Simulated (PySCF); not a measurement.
SMILES C(C)B(C[CH2])CC (C6H14B), doublet (GFN2-xTB optimised geometry):

```
21

C     -1.551     1.395     0.000
C     -1.618     0.657     1.235
B     -0.768    -0.116     0.000
C      0.834    -0.116     0.000
C      1.536     0.741     1.056
C     -1.538    -1.315    -0.733
C     -1.064    -1.582    -2.167
H     -2.420     1.442    -0.636
H     -0.889     2.243    -0.072
H     -2.545     0.174     1.502
H     -1.021     0.983     2.070
H      1.206    -1.140     0.095
H      1.181     0.222    -0.983
H      1.311     0.377     2.056
H      2.617     0.706     0.923
H      1.225     1.781     0.990
H     -1.401    -2.243    -0.168
H     -2.617    -1.138    -0.760
H     -1.622    -2.402    -2.616
H     -1.204    -0.696    -2.783
H     -0.009    -1.840    -2.179
```

Calculation: PySCF 2.14.0 with unrestricted CAM-B3LYP/def2-SVP.

Problem. What are the frontier orbital energies (α orbitals alone; a β orbital can be the lowest empty one) and the dipole moment?

Solution. HOMO-2 -9.60 eV, HOMO-1 -9.19 eV, HOMO -7.78 eV, LUMO 2.69 eV, LUMO+1 3.06 eV; dipole moment 1.16 D.

On the same geometry unrestricted PBE/def2-SVP in PySCF 2.14.0 gives HOMO-2 -6.82 eV, HOMO-1 -6.40 eV, HOMO -5.24 eV, LUMO 0.97 eV, LUMO+1 1.30 eV; dipole moment 1.07 D.

Meta-Löwdin charges at CAM-B3LYP/def2-SVP: C1 -0.19, C2 -0.20, B3 0.14, C4 -0.26, C5 -0.28, C6 -0.26, C7 -0.27, H8 0.12, H9 0.11, H10 0.12, H11 0.12, H12 0.09, H13 0.10, H14 0.09, H15 0.09, H16 0.08, H17 0.09, H18 0.07, H19 0.09, H20 0.08, H21 0.09.
